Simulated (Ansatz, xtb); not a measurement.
**Relative energy of two structures of C5H7B**

Structure I: `BCC#CC=C`, a singlet. Structure II: a singlet given by its coordinates. Both are isolated molecules in the gas phase, relaxed with B3LYP/def2-SVP; the shapes shown needn't be the lowest conformers.

I (Å):

| atom | x (Å) | y (Å) | z (Å) |
| --- | --- | --- | --- |
| C | -0.6826 | -0.9838 | -1.1939 |
| C | -0.4919 | -0.6294 | 0.2064 |
| C | -0.3492 | -0.3193 | 1.3748 |
| C | -0.1977 | 0.0076 | 2.7546 |
| C | 0.4087 | 1.1089 | 3.2319 |
| B | -1.7784 | -0.2207 | -2.0211 |
| H | -2.3387 | 0.7588 | -1.5988 |
| H | -2.0252 | -0.6156 | -3.1355 |
| H | 0.2472 | -0.7854 | -1.7768 |
| H | -0.8244 | -2.0754 | -1.3184 |
| H | -0.6186 | -0.7152 | 3.4659 |
| H | 0.4832 | 1.2835 | 4.3080 |
| H | 0.8430 | 1.8588 | 2.5651 |

II (Å):

```xyz
13

C    -1.1993    0.8757    0.7648
C     0.0783    0.7010    0.0961
C     1.1475    0.5385   -0.4523
C    -2.1962    1.8199    0.1228
C    -2.4492    1.8552   -1.2012
B    -2.3420   -0.1799    0.4470
H    -2.2258   -0.8877   -0.5179
H    -3.2962   -0.2719    1.1759
H    -1.0814    1.1173    1.8303
H     2.0947    0.3924   -0.9356
H    -2.8370    2.3833    0.8076
H    -1.8268    1.3086   -1.9146
H    -3.2592    2.4696   -1.6033
```

Close contacts (Å): C1–C2 1.45, C1–C4 1.52, C1–B6 1.59, C2–C3 1.21, C4–C5 1.35, C4–B6 2.03, C1–H9 1.10, C3–H10 1.07, C4–H11 1.09, C5–H12 1.09, C5–H13 1.09, B6–H7 1.20, B6–H8 1.20.

Task: Which of the two would you expect CCSD(T)/def2-SVP + ΔMP2/def2-TZVPP electronic energies to favour?

Result: Structure I; the calculation gives E(II) − E(I) = +3.3 kcal/mol.

How the difference moves with the method:

```tsv
level	geometry	E(II) − E(I) (kcal/mol)	departure from the last row (kcal/mol)	job, with rough time for the two
GFN2-xTB	GFN2-xTB	+8.0	+4.7	optimisation, 0.21 s
HF/STO-3G	GFN2-xTB	+14.1	+10.8	single point, 0.3 s
r2SCAN-D4/def2-SVP	GFN2-xTB	+5.2	+2.0	single point, 2.2 s
B3LYP/def2-SVP	B3LYP/def2-SVP	+8.4	+5.2	optimisation, 2.1 min
HF/def2-SVP	B3LYP/def2-SVP	+11.3	+8.0	part of the CCSD(T) run
MP2/def2-SVP	B3LYP/def2-SVP	+3.4	+0.1	part of the CCSD(T) run
CCSD(T)/def2-SVP	B3LYP/def2-SVP	+4.6	+1.4	single point
CCSD(T)/def2-SVP + ΔMP2/def2-TZVPP	B3LYP/def2-SVP	+3.3		single point, 28 s
```

None of the levels shown reverses the order. The largest departure from CCSD(T)/def2-SVP + ΔMP2/def2-TZVPP is that of HF/STO-3G, 10.8 kcal/mol. The last row adds to CCSD(T) the change of the MP2 difference between the two basis sets, here −1.4 kcal/mol.

With thermal terms from frequencies at re-optimised GFN2-xTB minima (ideal gas, soft modes damped towards free rotors, one conformer each, 298.15 K, 1 atm): on the last row, ΔE + ΔZPE = +3.9, ΔH = +3.4, ΔG = +4.8 kcal/mol.

The correlated steps freeze 6 core orbitals. Programs: Ansatz 0.2.0, xtb 6.7.1; the last row on 2 threads of Intel(R) Xeon(R) 6975P-C (Granite Rapids) on a shared host.
